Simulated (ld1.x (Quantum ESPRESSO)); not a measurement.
## cerium, PAW: configuration errors across variants

```json
{
 "Element": "cerium (Ce)",
 "Generator": "ld1.x (Quantum ESPRESSO) 7.5",
 "Type": "PAW",
 "Functional": "BLYP",
 "Relativity": "scalar-relativistic",
 "Frozen core": "[Kr] 4d10 4f1",
 "Valence charge": "11",
 "Reference configuration": "5s2 5p6 5d1 6s1 6p0 (charge +1)",
 "Partial waves": "5s (bound): rcut 1.90, rcutus 2.25 bohr; 6s (bound): rcut 1.90, rcutus 2.25 bohr; 5p (bound): rcut 2.25, rcutus 2.40 bohr; 6p (bound, empty): rcut 2.25, rcutus 2.40 bohr; 5d (bound): rcut 2.40, rcutus 2.80 bohr; 5d channel at -0.15 Ry: rcut 2.40, rcutus 2.80 bohr",
 "Local potential": "all-electron potential smoothed inside 2.70 bohr (lloc = -1)",
 "Core correction": "a·sin(br)/r model core, default radius (core density twice the valence density)",
 "Augmentation charge": "BESSEL, radius 1.95 bohr"
}
```

All-electron excitation energies from the reference (eV): (1) 5s2 5p6 5d1 6s2 6p0 -5.979; (2) 5s2 5p6 5d1 6s0 6p0 11.160; (3) 5s2 5p6 5d0 6s0 6p0 30.266; (4) 5s2 5p6 5d0 6s2 6p1 -3.675; (5) 5s1 5p6 5d1 6s2 6p0 39.547; (6) 5s2 5p6 5d2 6s0 6p0 0.314; (7) 5s2 5p6 5d1 6s0 6p2 -0.862.

The overlap operator is not positive definite (basis up to 400 Ry) in “base”, “wave 5d channel at -0.15 Ry: rcut 2.40, rcutus 2.80 bohr becomes 5d channel at 1.36 Ry: rcut 2.40, rcutus 2.80 bohr”, “local potential all-electron potential smoothed inside 2.82 bohr (lloc = -1)”, “waves 5d (bound): rcut 2.22, rcutus 2.36 bohr; 5d channel at -0.15 Ry: rcut 2.22, rcutus 2.36 bohr”. Such files are unfit for use, however small their errors in these radial tests.

2 further variants failed, have other tests or another functional or relativity, and are left out.

Errors AE − PS in meV (a dash: test not solved or not reliable):

```tsv
change	(1)	(2)	(3)	(4)	(5)	(6)	(7)	bound ghosts
base	+3.0	+7.3	-38	+28	-101	+29	+13	not determined (overlap not positive)
wave 5d channel at -0.15 Ry: rcut 2.40, rcutus 2.80 bohr becomes 5d channel at 1.36 Ry: rcut 2.40, rcutus 2.80 bohr	+0.5	+0.2	-38	+28	-161	+19	+13	not determined (overlap not positive)
local potential all-electron potential smoothed inside 2.82 bohr (lloc = -1)	-0.1	-5.9	-38	-1.7	-96	-7.6	-0.8	not determined (overlap not positive)
waves 5d (bound): rcut 2.22, rcutus 2.36 bohr; 5d channel at -0.15 Ry: rcut 2.22, rcutus 2.36 bohr	+3.8	+9.1	-38	+45	-97	+44	+13	not determined (overlap not positive)
```

Task: Give the same row for: local potential all-electron potential smoothed inside 1.85 bohr (lloc = -1).

Result: +0.7, -3.9, -37, +0.7, -73, -4.5, +1.3; bound ghosts: none.
